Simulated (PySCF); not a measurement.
C4H5NSi, SMILES [SiH3][C@@H](C#N)C#C.

Geometry: ωB97X-D3(BJ)/def2-SVP. The structure was generated by enumeration; whether it is a known compound was not checked.

Two levels are set side by side: PBE/def2-TZVP (PySCF) and r2SCAN/def2-TZVP (PySCF). Same geometry, gas phase. Differences are taken from unrounded values.

```
quantity                     r2SCAN    PBE  PBE minus r2SCAN
---------------------------  ------  -----  ----------------
orbital gap (eV)               6.32   5.79             -0.53
highest occupied level (eV)   -7.19  -6.97              0.22
lowest empty level (eV)       -0.86  -1.17             -0.31
dipole moment (D)              3.89   3.78             -0.11
mean polarisability (bohr³)    74.1   75.8               1.7
```

Rough cost on one machine, each run with all the roots and properties that it gave: r2SCAN against PBE about 4 times.
